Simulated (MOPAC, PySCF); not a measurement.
CH$_{3}$NSi, SMILES `N#C[SiH3]`, neutral singlet in the gas phase. 

Cartesian coordinates (Å):
```xyz
6

N      2.4061    -0.1746    -0.1324
C      1.2587    -0.0913    -0.0694
Si    -0.5848     0.0423     0.0319
H     -1.1529    -0.8899    -0.9587
H     -0.9467     1.4378    -0.2759
H     -0.9823    -0.3247     1.4031
```
Charge 0, multiplicity 1.

All levels are single points at this geometry (B3LYP-D3(BJ)/def2-TZVP); Pople sets use spherical d functions. Orbital energies aren't observables, and empty levels follow the basis.

HF/3-21G in PySCF gives dipole (D) = 3.43.

Question: Estimate the dipole (D) from each of these levels: B3LYP-D3(BJ)/def2-TZVP in PySCF; PBE-D3(BJ)/def2-TZVP in PySCF; B3LYP/6-311+G** in PySCF; M06-2X/6-31G* in PySCF; SVWN5/6-31G* in PySCF; HF/6-31G* in PySCF; AM1 in MOPAC; PM3 in MOPAC.

Answer: 
```json
[
 {"level": "B3LYP-D3(BJ)/def2-TZVP in PySCF", "dipole (D)": "3.51"},
 {"level": "PBE-D3(BJ)/def2-TZVP in PySCF", "dipole (D)": "3.41"},
 {"level": "B3LYP/6-311+G** in PySCF", "dipole (D)": "3.61"},
 {"level": "M06-2X/6-31G* in PySCF", "dipole (D)": "3.43"},
 {"level": "SVWN5/6-31G* in PySCF", "dipole (D)": "3.36"},
 {"level": "HF/6-31G* in PySCF", "dipole (D)": "3.61"},
 {"level": "AM1 in MOPAC", "dipole (D)": "2.75"},
 {"level": "PM3 in MOPAC", "dipole (D)": "3.44"}
]
```
